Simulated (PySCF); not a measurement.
InCl₂, SMILES [Cl][In][Cl], multiplicity 2.

The structure is a stationary point at B3LYP-D3(BJ)/def2-TZVP. The multiplicity is an assumed one; other spin states were not compared. The isomer is the one that the SMILES or the coordinates give; other isomers of the formula were not compared. The def2 effective core potentials stand for the cores of In; spin–orbit coupling is left out.

Method: TDA-PBE/def2-SVPD run with PySCF 2.14.0.

Vertical excitations. Isolated molecule, no solvent.

```csv
state,energy (eV),λ (nm),f,main pairs
root 1,2.13,581,0.000,β HOMO→LUMO 100 %
root 2,2.22,559,0.000,β HOMO−1→LUMO 100 %
root 3,2.47,502,0.008,β HOMO−2→LUMO 99 %
root 4,2.47,501,0.002,β HOMO−3→LUMO 99 %
root 5,3.51,353,0.042,α HOMO→LUMO 98 %
root 6,3.78,328,0.078,"α HOMO−2→LUMO 6 %, β HOMO−4→LUMO 86 %"
root 7,4.77,260,0.043,"α HOMO→LUMO+1 78 %, β HOMO−5→LUMO 20 %"
root 8,4.79,259,0.000,α HOMO−1→LUMO 99 %
root 9,4.91,253,0.007,"α HOMO−2→LUMO 72 %, β HOMO−1→LUMO+1 24 %"
root 10,5.04,246,0.006,"α HOMO−4→LUMO 77 %, β HOMO−3→LUMO+1 11 %, β HOMO−5→LUMO 6 %"
```
Unrestricted roots are not spin-pure.
